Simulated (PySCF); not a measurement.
Level of theory: PBE-D3(BJ)/def2-TZVP // B3LYP-D3(BJ)/def2-TZVP in PySCF 2.14.0. All species are isolated molecules in the gas phase. One relaxed conformer stands for a flexible species; it need not be the lowest. Excitations are Tamm–Dancoff values on a coarser integration grid. The basis has no diffuse functions, so Rydberg states are missing or too high.

Reference species (SMILES): `C=CC[SiH]=C` (C–C–C–Si torsion -104°, C–C–Si–C torsion -114°) (neutral, multiplicity 1).

| Property | Value |
|---|---|
| brightest of the four lowest singlets (TDA) | 5.79 eV |
| HOMO–LUMO gap | 3.54 eV |
| HOMO | -5.36 eV |
| LUMO | -1.82 eV |

Changed species: `C=CC(C)=[SiH2]` (C–C–C–Si torsion 180°).

Problem. Predict the effect on the brightest of the four lowest singlets (TDA), HOMO–LUMO gap, HOMO and LUMO.

Solution. the brightest of the four lowest singlets (TDA) falls by 1.42 eV, to 4.37 eV; the HOMO–LUMO gap falls by 0.96 eV, to 2.58 eV; the HOMO rises by 0.39 eV, to -4.97 eV; the LUMO falls by 0.57 eV, to -2.39 eV.
